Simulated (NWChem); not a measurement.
# AlSiH$_{5}$; SMILES [AlH2][SiH3]

Q: Give the equilibrium geometry at PBE-D3(BJ)/def2-SVP (NWChem) as a list of bonds and angles, with the point group.

A: point group C1; any orientation.
Bonded distances (Å): Al1–H2 1.604, Al1–H3 1.604, Al1–Si4 2.463, Si4–H5 1.512, Si4–H6 1.508, Si4–H7 1.509. Bond angles (°): H2–Al1–H3 118.9, H2–Al1–Si4 119.9, H3–Al1–Si4 121.2, Al1–Si4–H5 109.6, Al1–Si4–H6 113.3, Al1–Si4–H7 112.0, H5–Si4–H6 107.1, H5–Si4–H7 106.7, H6–Si4–H7 107.8.
